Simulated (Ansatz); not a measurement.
CH$_{6}$NO$_{2}$Sb, SMILES `OC(O)[NH][SbH2]` at its PBE0-D4/def2-TZVP geometry, where that method's forces vanish. Charge 0, multiplicity 1. Sb: def2 effective core potential.

```xyz
11

O    -1.3947    0.5188   -0.6615
C     0.0240    0.6316   -0.7733
O     0.3246    1.8596   -0.2026
N     0.7653   -0.3580   -0.0945
Sb    0.3282   -0.5959    1.8944
H    -1.6755   -0.2753   -1.1248
H     0.2942    0.6053   -1.8422
H    -0.4264    2.4384   -0.3658
H     0.8741   -1.2047   -0.6321
H    -0.7491   -1.9314    1.7175
H     1.6351   -1.6884    2.0849
```

Task: What forces (eV/Å) does B3LYP-D4/def2-TZVPP give on these atoms in the Gaussian-basis code of Ansatz? (Best estimate.)

Result: The calculation gave: 
```
O1  -0.352 -0.056 -0.008
C2   0.273 -0.111 -0.353
O3   0.037  0.330  0.100
N4   0.131 -0.153 -0.173
Sb5 -0.042  0.044  0.348
H6  -0.063 -0.018 -0.007
H7  -0.029  0.008  0.067
H8   0.015  0.070  0.024
H9   0.022  0.004 -0.006
H10 -0.055 -0.065 -0.006
H11  0.062 -0.053  0.014
```

B3LYP here is the variant with VWN-RPA as its local correlation; programs differ in this.
